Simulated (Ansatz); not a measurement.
Basis-set extrapolation for ClH₅NSi₂, SMILES `N[Si]([SiH3])Cl` radical (PBE0-D4/def2-TZVP geometry, frozen core, the Gaussian-basis code of Ansatz). Multiplicity 2, UHF reference.

|  | def2-TZVPP | def2-QZVPP |
| --- | --- | --- |
| HF | -1094.830908 | -1094.864808 |
| MP2 correlation | -0.627979 | -0.681174 |
| CCSD(T) correlation | -0.711336 | not run |

Energies in hartree. Use E(X) = E(∞) + A·exp(−7.88·√X) for Hartree–Fock and E(X) = E(∞) + B·X^(−2.97) for correlation, with X = 3 and 4, and add CCSD(T) minus MP2 of the smaller set to the MP2 limit.

Q: What is the CCSD(T) energy at the basis-set limit?

A: HF limit: -1094.864808 + (-0.033900) × 0.13774 = -1094.86948. MP2 limit: -0.681174 + (-0.053195) × 0.74074 = -0.72058. Higher-order term: -0.711336 − (-0.627979) = -0.08336. Total: -1095.67342 hartree, 344.4 kJ/mol below CCSD(T)/def2-TZVPP.
